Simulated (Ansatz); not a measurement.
A made-up structure of B$_{2}$SiNH$_{3}$, singlet:

```xyz
7
angstrom
N -1.7258 0.3346 -0.9929
Si -0.4113 0.0265 -0.2175
B 0.9160 0.1546 1.2796
B 1.5532 -0.2952 0.0201
H -2.5872 -0.0941 -1.2756
H 0.3019 0.5197 2.2252
H -1.5670 1.2975 -0.6963
```

It is relaxed with PBE-D4/def2-SVP and then PBE0-D4/def2-TZVP (Ansatz 0.2.0). Atoms count as bonded within 1.22 times the sum of their covalent radii (H–H: 0.88 Å). The end point is not checked to be a true minimum.

Q: Does its bonding change? (Judge from chemistry; the calculation decides.)

A: Computed: No: no bond forms or breaks.

Where it ends: The first stage lowers the energy by 2.05 eV in 8 steps. It ends as B₂SiNH₃ ([NH2][Si]1[B][BH]1):
```
atom    x (Å)    y (Å)    z (Å)
  N1  -1.7485   0.4803  -0.9751
 Si2  -0.3181  -0.0181  -0.2354
  B3   0.8738   0.1740   1.3779
  B4   1.2273  -0.7664   0.2185
  H5  -2.0745   0.1052  -1.8508
  H6   0.8792   0.7902   2.3912
  H7  -2.3593   1.1785  -0.5837
```

Labels in which every atom is bracketed show which atoms are joined, not bond orders.

For scale, one of the runs: PBE0-D4/def2-TZVP relaxation, 148 basis functions, launched by `ansatz run in.yaml --threads 2 --pin off --events-out ev --progress --plain --max-ram 4352MiB`. Hardware: 2 CPU threads of an Arm Neoverse V1, shared host. Wall time about 2 min.
